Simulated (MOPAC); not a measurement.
MOPAC input (PM7):

```
PM7 PRECISE GNORM=0.05 LET XYZ CHARGE=1 GEO-OK AUX(PRECISION=9) THREADS=1
C2H3O

C     1.40089610 1   -0.12771822 1   -0.08619572 1
C     0.22142190 1   -0.01764924 1   -0.01156384 1
O    -1.12368377 1    0.14763239 1    0.10582275 1
H     2.46176120 1   -0.23306503 1   -0.15847468 1
H    -1.61110123 1   -0.55826995 1    0.59022957 1
H    -1.59509782 1    0.48248062 1   -0.69177949 1
```

Output:

```
 *******************************************************************************
 **                                                                           **
 **                              MOPAC v23.2.5                                **
 **                                                                           **
 *******************************************************************************
 ** MOPAC's Digital Object Identifier: https://doi.org/10.5281/zenodo.6511958 **
 **                                                                           **
 ** Please cite the open-source release paper for use of this MOPAC version:  **
 ** J. E. Moussa and J. J. P. Stewart (2026)                                  **
 ** MOPAC: An open-source semiempirical molecular orbital program             **
 ** J. Open Source Softw., 11(119), 8025, https://doi.org/10.21105/joss.08025 **
 *******************************************************************************

                              PM7 CALCULATION RESULTS

 *******************************************************************************
 *  PM7        - The PM7 Hamiltonian to be used
 *  GEO-OK     - OVERRIDE INTERATOMIC DISTANCE AND OTHER SAFETY CHECKS
 *
 *
 *
 *                 CHARGE ON SYSTEM = +1
 *
 *
 *
 *  LET        - OVERRIDE SOME SAFETY CHECKS
 *  PRECISE    - TIGHTER CRITERIA TO BE USED
 *  XYZ        - CARTESIAN COORDINATE SYSTEM TO BE USED
 *  GNORM      - EXIT WHEN GRADIENT NORM DROPS BELOW 0.050
 *  AUX        - OUTPUT AUXILIARY INFORMATION
 *******************************************************************************
PM7 PRECISE GNORM=0.05 LET XYZ CHARGE=1 GEO-OK AUX(PRECISION=9) THREADS=1
 C2H3O

   ATOM   CHEMICAL          X               Y               Z
  NUMBER   SYMBOL      (ANGSTROMS)     (ANGSTROMS)     (ANGSTROMS)

     1       C          1.40089610  *  -0.12771822  *  -0.08619572  *
     2       C          0.22142190  *  -0.01764924  *  -0.01156384  *
     3       O         -1.12368377  *   0.14763239  *   0.10582275  *
     4       H          2.46176120  *  -0.23306503  *  -0.15847468  *
     5       H         -1.61110123  *  -0.55826995  *   0.59022957  *
     6       H         -1.59509782  *   0.48248062  *  -0.69177949  *

          CARTESIAN COORDINATES

    NO.       ATOM           X           Y           Z

     1         C          1.4009     -0.1277     -0.0862
     2         C          0.2214     -0.0176     -0.0116
     3         O         -1.1237      0.1476      0.1058
     4         H          2.4618     -0.2331     -0.1585
     5         H         -1.6111     -0.5583      0.5902
     6         H         -1.5951      0.4825     -0.6918

 General Reference for PM7:
 "Optimization of Parameters for Semiempirical Methods VI: More Modifications to the
 NDDO Approximations and Re-optimization of Parameters", J. J. P. Stewart, J. Mol. Mod., 1:32, 19 (2013)
 https://link.springer.com/article/10.1007/s00894-012-1667-x

           Empirical Formula: C2 H3 O  =     6 atoms

      MOLECULAR POINT GROUP   :   Cs

      RHF CALCULATION, NO. OF DOUBLY OCCUPIED LEVELS = 8

          Geometry optimization using EF

          DIAGONAL MATRIX USED AS START HESSIAN

 CYCLE:     1  GRAD.:   120.308 HEAT:  247.0171
 CYCLE:     2  GRAD.:   720.770 HEAT:  294.5590
 CYCLE:     3  GRAD.:    74.769 HEAT:  242.3358
 CYCLE:     4  GRAD.:   226.082 HEAT:  253.0405
 CYCLE:     5  GRAD.:   139.050 HEAT:  245.8516
 CYCLE:     6  GRAD.:   144.064 HEAT:  248.2330
 CYCLE:     7  GRAD.:    51.712 HEAT:  239.3950
 CYCLE:     8  GRAD.:    62.599 HEAT:  238.9754
 CYCLE:     9  GRAD.:    17.004 HEAT:  236.6223
 CYCLE:    10  GRAD.:     9.065 HEAT:  236.5636
 CYCLE:    11  GRAD.:     5.846 HEAT:  236.5001
 CYCLE:    12  GRAD.:     4.457 HEAT:  236.4737
 CYCLE:    13  GRAD.:     3.223 HEAT:  236.4515
 CYCLE:    14  GRAD.:    12.103 HEAT:  236.4101
 CYCLE:    15  GRAD.:    62.145 HEAT:  236.5743
 CYCLE:    16  GRAD.:    23.425 HEAT:  236.3284
 CYCLE:    17  GRAD.:     9.535 HEAT:  236.2844
 CYCLE:    18  GRAD.:     3.379 HEAT:  236.2790
 CYCLE:    19  GRAD.:     9.722 HEAT:  236.2855
 CYCLE:    20  GRAD.:     0.377 HEAT:  236.2748
 CYCLE:    21  GRAD.:     0.205 HEAT:  236.2747
 CYCLE:    22  GRAD.:     0.281 HEAT:  236.2747
 CYCLE:    23  GRAD.:     0.096 HEAT:  236.2746
 CYCLE:    24  GRAD.:     0.079 HEAT:  236.2746
 CYCLE:    25  GRAD.:     0.009 HEAT:  236.2746

     GRADIENT =  0.00907 IS LESS THAN CUTOFF =  0.05000

 -------------------------------------------------------------------------------
 PM7 PRECISE GNORM=0.05 LET XYZ CHARGE=1 GEO-OK AUX(PRECISION=9) THREADS=1
 C2H3O

     GEOMETRY OPTIMISED USING EIGENVECTOR FOLLOWING (EF).
     SCF FIELD WAS ACHIEVED

                              PM7 CALCULATION
                                                       MOPAC v23.2.5 Linux

          FINAL HEAT OF FORMATION =        236.27463 KCAL/MOL =     988.57304 KJ/MOL

          COSMO AREA              =         81.85 SQUARE ANGSTROMS
          COSMO VOLUME            =         62.85 CUBIC ANGSTROMS

          GRADIENT NORM           =          0.00907          =       0.00370 PER ATOM
          IONIZATION POTENTIAL    =         17.491048 EV
          HOMO LUMO ENERGIES (EV) =        -17.491 -6.792
          NO. OF FILLED LEVELS    =          8
          MOLECULAR WEIGHT        =         43.0451         POINT GROUP:  Cs

          MOLECULAR DIMENSIONS (Angstroms)

            Atom       Atom       Distance
            H     5    H     4     4.08318
            H     6    H     5     1.58025
            O     3    H     4     0.57338

          SCF CALCULATIONS        =         26

   ATOM   CHEMICAL          X               Y               Z
  NUMBER   SYMBOL      (ANGSTROMS)     (ANGSTROMS)     (ANGSTROMS)

     1       C          1.40437690  *  -0.13801374  *  -0.09451703  *
     2       C          0.20300677  *  -0.02370195  *  -0.01669436  *
     3       O         -1.13209703  *   0.24430272  *   0.18419540  *
     4       H          2.44854902  *  -0.24663152  *  -0.16965278  *
     5       H         -1.56177184  *  -0.70343709  *   0.44761855  *
     6       H         -1.54614029  *   0.31249397  *  -0.80380732  *

                             CARTESIAN COORDINATES

   1    C        1.404376900    -0.138013740    -0.094517033
   2    C        0.203006771    -0.023701953    -0.016694356
   3    O       -1.132097025     0.244302718     0.184195400
   4    H        2.448549025    -0.246631522    -0.169652785
   5    H       -1.561771835    -0.703437086     0.447618550
   6    H       -1.546140292     0.312493966    -0.803807319

           Empirical Formula: C2 H3 O  =     6 atoms

      MOLECULAR POINT GROUP   :   Cs

                  EIGENVALUES
 -40.23082 -32.60719 -27.06103 -25.55693 -23.88440 -22.45917 -17.59401 -17.49105
  -6.79249  -4.83009  -4.75669  -3.24395  -3.19976  -0.51526   0.71687

              NET ATOMIC CHARGES AND DIPOLE CONTRIBUTIONS

  ATOM NO.   TYPE          CHARGE      No. of ELECS.   s-Pop       p-Pop
    1          C           0.183290        3.8167     1.17425     2.64247
    2          C          -0.252691        4.2527     1.04058     3.21211
    3          O           0.065762        5.9342     1.84179     4.09245
    4          H           0.252617        0.7474     0.74738
    5          H           0.375511        0.6245     0.62449
    6          H           0.375512        0.6245     0.62449
 DIPOLE           X         Y         Z       TOTAL
 POINT-CHG.    -2.061    -1.168    -0.974     2.561
 HYBRID        -0.892    -0.043    -0.046     0.894
 SUM           -2.953    -1.211    -1.020     3.351

          ATOMIC ORBITAL ELECTRON POPULATIONS

     Atom    s        px        py        pz
    1  C   1.17425   1.00363   0.81999   0.81884
    2  C   1.04058   0.83586   1.18594   1.19031
    3  O   1.84179   1.27031   1.40877   1.41336
    4  H   0.74738
    5  H   0.62449
    6  H   0.62449

 **********************
 *                    *
 * JOB ENDED NORMALLY *
 *                    *
 **********************

 == MOPAC DONE ==
```

The dipole moment of an ion depends on the origin.

The geometry given is a B3LYP-D3(BJ)/def2-TZVP minimum.
